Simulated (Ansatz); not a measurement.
Isolated molecules relaxed with PBE0-D4/def2-TZVP in Ansatz; ΔE leaves out vibrations. CCSD(T)/CBS adds triple-zeta CCSD(T) − MP2 to the extrapolated MP2 energy (def2 sets, frozen cores). One conformer a species, not always the lowest.

Consider the formal exchange of groups at the Al–O bond: `CC(O)[O][AlH2]` + `C#CCCl` → `[AlH2][CH2]Cl` + `C#COC(C)O`.

`CC(O)[O][AlH2]`:

Z-matrix (Å, degrees):
```
C
C 1 1.507
H 1 1.090 2 109.8
H 1 1.092 2 109.4 3 -119.4
H 1 1.091 2 110.4 3 120.8
O 2 1.410 1 107.4 3 177.6
O 2 1.391 1 110.2 3 56.0
H 2 1.100 1 110.3 3 -63.3
H 6 0.962 2 108.9 1 164.9
Al 7 1.697 2 130.2 1 130.0
H 10 1.585 7 120.4 2 26.3
H 10 1.577 7 115.8 2 -158.9
```

`C#CCCl`:

```xyz
7

C     1.378   -0.978   -0.417
C     0.396   -0.346   -0.147
C    -0.798    0.401    0.171
Cl   -0.426    2.011    0.858
H     2.253   -1.536   -0.654
H    -1.401    0.571   -0.720
H    -1.402   -0.124    0.911
```

`[AlH2][CH2]Cl`:

```xyz
7

Al   -0.970   -0.174    0.536
C     0.802    0.089   -0.282
Cl    0.675    0.663   -1.975
H    -2.289    0.147   -0.273
H    -1.007   -0.715    2.029
H     1.388   -0.833   -0.298
H     1.402    0.823    0.263
```

`C#COC(C)O`:

Cartesian coordinates in Å:
```
C 2.631 -0.965 -1.025
C 1.634 -0.327 -0.834
O 0.578 0.398 -0.649
C -0.316 -0.058 0.402
C -1.291 1.068 0.615
O -0.902 -1.256 0.063
H 3.510 -1.534 -1.204
H 0.296 -0.259 1.285
H -1.844 1.263 -0.308
H -1.994 0.795 1.402
H -0.769 1.981 0.900
H -1.533 -1.104 -0.648
```

| level | ΔE (kJ/mol) |
| --- | --- |
| HF/def2-SVP | 201.1 |
| CCSD/CBS(def2) | 210.1 |

**Question.** What does CCSD(T)/CBS give? (An estimate is asked.)

**Answer.** Ansatz gave: +208.9 kJ/mol. The listed levels differ from it by -7.8, 1.2 kJ/mol.

Largest T1 diagnostic among the species: 0.012.

From PBE to PBE0 (25 % exact exchange), in def2-TZVPP and without D4, ΔE moves by +4.1 kJ/mol. Leaving LDA and LC-ωPBE aside and taking each functional with its dispersion term where it has one, the values, not all of them listed here, spread over 18.4 kJ/mol, from PBE-D4 to B2PLYP.
